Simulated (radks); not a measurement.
These are the eigenvalues of the occupied orbitals of an atom or ion with whole-number occupations (hartree). Method: scalar-relativistic Kohn-Sham, SCAN, spin-polarised, spherical densities, finite nucleus; meta-GGA in the generalised Kohn-Sham scheme; Fermi nuclear charge, rms radius of each element as measured or else 0.836 A^(1/3) + 0.57 fm; computed with a radial shooting solver on a logarithmic mesh with Libxc functionals.

1s down: -2494.691
1s up: -2494.691
2s up: -443.1294
2s down: -443.1212
2p up: -390.2502
2p down: -390.2442
3s up: -114.6016
3s down: -114.4439
3p up: -98.76961
3p down: -98.60366
3d up: -80.26131
3d down: -80.12534
4s up: -36.10997
4s down: -35.80299
4p up: -30.77998
4p down: -30.48022
4d up: -23.93439
4d down: -23.63098
4f up: -16.30297
4f down: -15.97683

Which element is it, and in what charge state? The configuration may be excited. Open shells, if any, are filled with parallel spins first.

Answer. Z = 73, tantalum, charge +18: Ta18+ in [Kr] 4d10 4f9. The list shows which subshells hold electrons but not how many an open one holds; the 1s level, -2494.7 hartree, gives Z - s = 70.6 by -(Z - s)^2/2, which with screening and relativity narrows Z to a few neighbours, and the depths of the outer levels then fix element, charge and occupations together.
